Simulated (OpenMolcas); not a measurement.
3d³ along the 21-electron sequence

| Property | Result |
| --- | --- |
| Program | OpenMolcas 26.06 |
| Method | MS-RASPT2, IPEA 0.25 Eh, imaginary shift 0.1 Eh |
| Basis | ANO-R2 |
| Scalar Hamiltonian | X2C, finite nucleus |
| Spin-orbit coupling | RASSI with atomic mean-field integrals over the reference wave functions, term energies averaged over their components |

Active space for each ion: 9 electrons in 8 orbitals (RAS1 3p, at most 2 holes; RAS2 3d); closed shells correlated by CASPT2: 3s.

Computed levels in cm-1 above ⁴F_3/2:

```
                               Level    V2+   Cr3+   Mn4+   Fe5+   Ni7+
                              ⁴F_5/2    160    261    379    527    976
                              ⁴F_7/2    380    616    892   1237   2260
                              ⁴F_9/2    656   1058   1525   2100   3800
                              ⁴P_1/2  12020  14780  17090  19420  24290
                              ²G_7/2  12050  15800  18340  21110  26900
                              ⁴P_3/2  12090  14890  17230  19600  24540
                              ⁴P_5/2  12280  15200  17700  20260  25840
                              ²G_9/2  12290  16180  18870  21830  28120
                              ²P_1/2  15500  20340  23560  27020  34320
weight of ⁴F in the lowest level (%)    100    100    100    100    100
```

Measured, with the error of the calculation in %. Measured levels: V2+ from Sugar and Corliss, J. Phys. Chem. Ref. Data 7, 1191 (1978); Cr3+ from Sugar and Corliss, J. Phys. Chem. Ref. Data 6, 317 (1977); Mn4+ from Corliss and Sugar, J. Phys. Chem. Ref. Data 6, 1253 (1977); Fe5+ from Corliss and Sugar, J. Phys. Chem. Ref. Data 11, 135 (1982); Ni7+ from Corliss and Sugar, J. Phys. Chem. Ref. Data 10, 197 (1981).

```
 Level           V2+          Cr3+          Mn4+          Fe5+          Ni7+
⁴F_5/2   146 (+10.3)   236 (+10.5)    359 (+5.5)    511 (+3.2)   1012 (-3.6)
⁴F_7/2   342 (+11.4)   556 (+10.9)    835 (+6.8)   1188 (+4.1)   2184 (+3.7)
⁴F_9/2   584 (+12.3)   946 (+11.9)   1412 (+8.0)   2001 (+5.2)   3721 (+2.3)
⁴P_1/2  11514 (+4.4)  14059 (+5.1)  16434 (+4.0)  18738 (+3.6)  23261 (+4.4)
²G_7/2  11966 (+0.7)  15052 (+5.0)  17892 (+2.5)  20616 (+2.4)              
⁴P_3/2  11592 (+4.3)  14177 (+5.1)  16595 (+3.9)  18942 (+3.5)  23710 (+3.5)
⁴P_5/2  11770 (+4.4)  14471 (+5.0)  17049 (+3.8)  19611 (+3.3)  24669 (+4.8)
²G_9/2  12187 (+0.8)  15402 (+5.0)  18399 (+2.6)  21315 (+2.4)              
²P_1/2  15580 (-0.5)  19519 (+4.2)  23082 (+2.1)  26496 (+2.0)
```

The fine-structure level ⁴F_9/2 changes by a factor of 5.79 from V2+ to Ni7+. Its fourth root runs 5.06, 5.70, 6.25, 6.77, 7.85, with steps per unit of Z of 0.64, 0.55, 0.52, 0.54; equal steps would mean a (Z - σ)^4 law with constant σ.

⁴P_1/2 changes by a factor of 2.02 over the same range, with steps per unit of Z of +2760, +2310, +2330, +2440 cm-1.

Term energies are means over components that CASPT2 splits; among the terms shown or strongly mixed into the levels shown the widest spread is 1400 cm-1 (3d³ ⁴F, V2+). Active for correlation alone: 3p; no level in the range computed is led by a configuration that opens it, so any true level of that kind is missing. The CASPT2 spread within a term exceeds the gap to the next term for 3d³ ²G and 3d³ ⁴P, so the order of their levels is uncertain (holds for V2+). Computed and measured levels are paired by configuration, term and J; levels that our copy of the source lacks, or whose pairing is in doubt (as where it misses far off the trend of its configuration), stay unpaired and out of the deviations. Levels of configurations outside the active space are missing.
